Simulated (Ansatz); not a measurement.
Consider the isomerisation: `BCC[SiH2]C` → `CBC[SiH2]C`.

Program: Ansatz. Geometries: PBE0-D4/def2-TZVP. ΔE: electronic, gas phase. CCSD(T)/CBS adds triple-zeta CCSD(T) − MP2 to the extrapolated MP2 energy (def2 sets, frozen cores). DFT in def2-TZVPP. B3LYP here is the variant with VWN-RPA as its local correlation; programs differ in this. Each species was taken in one conformer, which may not be the lowest.

```
             level  ΔE (kJ/mol)  difference from CCSD(T)/CBS
            PBE-D4        -90.9                         -5.2
         r2SCAN-D4        -93.4                         -7.7
           PBE0-D4        -89.6                         -3.9
          B3LYP-D4        -86.9                         -1.2
           ωB97X-V        -83.5                          2.2
           ωB97M-V        -87.2                         -1.5
            B2PLYP        -87.0                         -1.3
             B3LYP        -87.2                         -1.5
     HF/def2-TZVPP        -78.2                          7.5
SCS-MP2/def2-TZVPP        -83.2                          2.5
   CCSD/def2-TZVPP        -84.2                          1.5
CCSD(T)/def2-TZVPP        -85.5                          0.2
     HF/def2-QZVPP        -78.1                          7.6
    MP2/def2-QZVPP        -87.9                         -2.2
SCS-MP2/def2-QZVPP        -83.3                          2.4
      HF/CBS(def2)        -78.1                          7.6
       CCSD(T)/CBS        -85.7                            0
```

Largest T1 diagnostic among the species: 0.010.

In def2-TZVPP, CCSD(T) changes the Hartree–Fock value by −7.3 kJ/mol (the triples alone add −1.3 kJ/mol) and MP2 by −9.6 kJ/mol.
